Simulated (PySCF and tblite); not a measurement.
Values are calculated unless marked as measured or tabulated.
System: C3H8O2Si, numbered as in [CH3:1][CH2:2][C:3](=[O:4])[O:5][SiH3:6].

Level: PBE0/pcSseg-1 + D3(BJ) on PBE0-D3(BJ)/def2-SVP stationary points, with GFN2-xTB thermal terms. Rates follow Eyring's equation with the number of equivalent paths and no tunnelling. Programs: tblite and PySCF.

Question: How high is the barrier to the rotation about the C3–O5 bond (torsion C2–C3–O5–Si6 from 180° to 360°, rising), through which structure does it pass, and what rate follows at 298 K?

Answer: The electronic barrier is 8.5 kcal/mol and ΔG‡(298 K) 8.7 kcal/mol, over a C1 saddle with an imaginary mode of 57i cm⁻¹ (GFN2-xTB). With 2 equivalent paths, k is 5.3×10⁶ s⁻¹, a mean lifetime of the start of 190 ns against this motion. The end lies 6.8 kcal/mol above the start in free energy.
